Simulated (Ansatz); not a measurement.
Reactions of CH9BGeSi, SMILES `B[CH]([SiH3])[GeH3]`.

Calculated with Ansatz (gas phase, PBE0-D4/def2-TZVP geometries, no zero-point term in ΔE). CCSD(T)/CBS is the MP2 limit (def2-TZVPP, def2-QZVPP) plus CCSD(T) − MP2 in def2-TZVPP, frozen cores. This one scheme is used for every species, atoms too. DFT in def2-TZVPP. No spin–orbit coupling; open shells (•) take unrestricted orbitals. Spin–orbit coupling would lower the free atoms: a little for B, C, Si; clearly for Ge. Elements past krypton have def2 core potentials. For Ge, Sn outer-core shells are correlated without core-valence functions, so the limit isn't a true one: a few kJ/mol of doubt a bond, and 10 to 20 or more in all where bonds break to atoms. Scalar relativity is left out up to krypton. One conformer a species, not always the lowest.

```json
{"reaction": "`B[CH]([SiH3])[GeH3]` + `[OH][Sn][OH]` → `[OH][Sn][O][SiH3]` + `B[CH2][GeH3]`", "ωB97X-V (kJ/mol)": "-95", "CCSD(T)/CBS(def2) (kJ/mol)": "-93"}
{"reaction": "`B[CH]([SiH3])[GeH3]` + `FBOC[SiH3]` → `[SiH3]BOC[SiH3]` + `B[CH](F)[GeH3]`", "ωB97X-V (kJ/mol)": "289", "CCSD(T)/CBS(def2) (kJ/mol)": "303"}
{"reaction": "`B[CH]([SiH3])[GeH3]` → B• + C• + Ge• + 9 H• + Si•", "ωB97X-V (kJ/mol)": "4152", "CCSD(T)/CBS(def2) (kJ/mol)": "4132"}
{"reaction": "`B[CH]([SiH3])[GeH3]` + `[OH][GeH2][F]` → `[F][GeH2][O][GeH3]` + `BC[SiH3]`", "ωB97X-V (kJ/mol)": "-36", "CCSD(T)/CBS(def2) (kJ/mol)": "-26"}
```

Largest T1 diagnostic: 0.018, for `[OH][Sn][OH]`.
